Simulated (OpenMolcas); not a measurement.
Consider [Cu2(μ-Br)2(NH3)4]2+, a planar model complex in vacuum (2 bridging Br, bridge angle 98°, metal-metal distance 3.80 Å, Cu–Br 2.52 Å; typed geometry, not optimised).

```xyz
20

Cu    -1.8988     0.0000     0.0000
Cu     1.8988     0.0000     0.0000
Br     0.0000     1.6506     0.0000
Br     0.0000    -1.6506     0.0000
N     -3.3343     1.4354     0.0000
H     -3.6161     1.7172     0.9389
H     -3.0411     2.2922    -0.4695
H     -4.1911     1.1423    -0.4694
N     -3.3343    -1.4354     0.0000
H     -3.6161    -1.7172     0.9389
H     -4.1910    -1.1423    -0.4695
H     -3.0411    -2.2922    -0.4694
N      3.3343     1.4354     0.0000
H      3.6161     1.7172     0.9389
H      4.1910     1.1423    -0.4695
H      3.0411     2.2922    -0.4694
N      3.3343    -1.4354     0.0000
H      3.6161    -1.7172     0.9389
H      3.0411    -2.2922    -0.4695
H      4.1911    -1.1423    -0.4694
```

### Question
Give the energies of the total-spin states at CASSCF(2,2) on the singly occupied d orbitals (ANO-RCC-VDZP on Cu, N and ANO-RCC-VDZ on Br, H, scalar-relativistic DKH2, RICD, no spin-orbit coupling, OpenMolcas), and the exchange constant.

### Answer
Local spins 1/2 and 1/2.

| total S | E (cm⁻¹) | natural occupations, lowest and highest |
|---|---|---|
| 1 | 4.5 | 1.000, 1.000 |
| 0 | 0.0 | 0.972, 1.028 |

J = -2.2 cm⁻¹ (antiferromagnetic).

J is defined by H = −2J S1·S2, so negative values are antiferromagnetic. Wave-function values come from the highest and lowest total spin; broken-symmetry values use Yamaguchi's formula with the computed ⟨S²⟩. The active space holds the singly occupied metal orbitals alone, without bridging-ligand orbitals. No row is a measured value.
